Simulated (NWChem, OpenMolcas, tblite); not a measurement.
# A ladder of methods for C2H5Br (bromoethane)

C2H5Br: 8 atoms, total charge 0, spin state singlet. As SMILES, `CCBr`. The shape is that of a PBE0-D4/def2-TZVP optimisation.

```xyz
8

C    -0.4291    0.5901   -0.3288
C     0.2430   -0.6392    0.2225
Br    1.9945   -0.2234    0.9724
H    -1.4062    0.3164   -0.7393
H     0.1629    1.0404   -1.1267
H    -0.5828    1.3393    0.4490
H     0.4288   -1.3903   -0.5425
H    -0.3189   -1.0906    1.0376
```

Each level gives the dipole moment (D). The values are calculated.

Measured value to compare with: NIST CCCBDB gives the dipole moment of the gas as 2.03 D.

| level | kind | program | value (D) | computed − measured | CPU time |
| --- | --- | --- | --- | --- | --- |
| GFN2-xTB | semi-empirical | tblite | 3.98 | +1.95 | under 2 s |
| HF/6-31G* (spherical functions) | Hartree–Fock | NWChem | 2.45 | +0.42 | 10 s |
| SVWN5/6-31G* (spherical functions) | LDA | OpenMolcas | 2.26 | +0.23 | 18 s |
| BLYP/6-31G* (spherical functions) | GGA | OpenMolcas | 2.18 | +0.15 | 22 s |
| PBE/6-31G* (spherical functions) | GGA | OpenMolcas | 2.20 | +0.17 | 22 s |
| revPBE/6-31G* (spherical functions) | GGA | OpenMolcas | 2.19 | +0.16 | 23 s |
| M06-L/6-31G* (spherical functions) | meta-GGA | OpenMolcas | 2.08 | +0.05 | 28 s |
| PBE0/6-31G* (spherical functions) | global hybrid | OpenMolcas | 2.26 | +0.23 | 22 s |
| CAM-B3LYP/6-31G* (spherical functions) | range-separated hybrid | NWChem | 2.26 | +0.23 | 65 s |

Nearest: M06-L/6-31G* (spherical functions) (+0.05 D); farthest: GFN2-xTB (+1.95 D). The measured dipole is a vibrational average, so differences of a few hundredths of a debye mean little. Computed less measured by kind, in D (6-31G* rows): semi-empirical +1.95; Hartree–Fock +0.42; LDA +0.23; GGA +0.15 to +0.17; meta-GGA +0.05; global hybrid +0.23; range-separated hybrid +0.23. All-electron rows without a relativistic Hamiltonian named are non-relativistic. Times are those of the runs behind each value, whatever else they computed, on shared processors of several kinds: orders of magnitude only.
